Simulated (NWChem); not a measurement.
# SiPH4, doublet; SMILES [SiH2]P

```xyz
6

Si    -0.0800    -1.1660     0.0000
P      0.0708     1.0992     0.0000
H      0.6371    -1.6791     1.2075
H      0.6371    -1.6791    -1.2075
H     -0.8621     1.3450     1.0466
H     -0.8621     1.3450    -1.0466
```
Atoms are numbered in this order, from 1.

Level: B3LYP/6-31G* (spherical d), spin-unrestricted (NWChem), optimised geometry, unscaled harmonic frequencies. In the optimisation the excess spin sits in a' (Cs, its own frame).

| frequency (cm⁻¹) | IR intensity (km/mol) |
|---|---|
| 182 | 0.8 |
| 437 | 5.5 |
| 494 | 18.2 |
| 522 | 10.1 |
| 757 | 14.1 |
| 798 | 0.1 |
| 919 | 110.8 |
| 1121 | 18.4 |
| 2186 | 108.7 |
| 2216 | 155.7 |
| 2405 | 55.7 |
| 2420 | 77.5 |

- zero-point energy = 20.7 kcal/mol
- thermal correction to the enthalpy at 298.15 K (with zero-point energy) = 24.0 kcal/mol
- heat capacity Cv = 13.8 cal/(mol K)
- entropy at 298.15 K and 1 atm (symmetry number 1, electronic part: spin degeneracy alone) = 67.3 cal/(mol K)
- dipole moment = 0.82 D

Rigid rotor and harmonic oscillator.
